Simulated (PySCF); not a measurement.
A side-by-side comparison of computed properties.

First species: C₅H₁₁S (charge +1).
SMILES: `C[S+]1CCCC1`

Second species: Br2GeH2.
Geometry (PBE0-D3(BJ)/def2-SVP, Å), atoms numbered from 1 in this order:
```xyz
5
Br2GeH2 angstrom
Br    -1.8343    1.1960   -0.1018
Ge    -0.0577   -0.2591   -0.0183
Br     1.8844    0.9351   -0.2917
H     -0.0348   -0.9070    1.3690
H     -0.1782   -1.2408   -1.1869
```

Levels: wB97X-D/def2-SVPD for HOMO energy, LUMO energy, HOMO–LUMO gap and static isotropic polarisability; TDDFT wB97X-D/def2-SVPD for lowest singlet excitation; TDA wB97X-D/def2-SVPD for lowest triplet excitation (Tamm–Dancoff); ΔSCF wB97X-D/def2-SVPD for vertical ionisation energy. Geometries: PBE0-D3(BJ)/def2-SVP. Each species is one conformer at its optimised geometry, gas phase, non-relativistic unless stated. Electronic properties by PySCF.

Values for the first species:

```
HOMO energy                              : -15.69 eV
LUMO energy                              : -2.95 eV
HOMO–LUMO gap                            : 12.74 eV
Lowest singlet excitation                : 7.76 eV
Lowest triplet excitation (Tamm–Dancoff) : 6.69 eV
Static isotropic polarisability          : 70.6 au
Vertical ionisation energy               : 15.98 eV
```

Estimate the same properties for the second species, and the change in each.

```
                                property      first     second  second less first
                             HOMO energy  -15.69 eV  -10.38 eV           +5.31 eV
                             LUMO energy   -2.95 eV    0.21 eV           +3.16 eV
                           HOMO–LUMO gap   12.74 eV   10.59 eV           -2.15 eV
               lowest singlet excitation    7.76 eV    6.01 eV           -1.75 eV
lowest triplet excitation (Tamm–Dancoff)    6.69 eV    5.51 eV           -1.18 eV
         static isotropic polarisability    70.6 au    74.1 au            +3.5 au
              vertical ionisation energy   15.98 eV   10.79 eV           -5.19 eV
```

On the first: The principal polarisabilities are 61.5, 70.4 and 80.1 au; their mean is the isotropic value. The polarisability is 10.47 Å³ as a volume (1 au = 0.148185 Å³), or 1.26 au for each of the 56 electrons.

On the second: The vertical singlet–triplet gap S1 − T1 is 0.50 eV (TDDFT singlet less Tamm–Dancoff triplet). The principal polarisabilities are 61.1, 70.2 and 91.0 au; their mean is the isotropic value. The calculation is non-relativistic and has no spin–orbit coupling, an omission that weighs most on bromine and germanium.
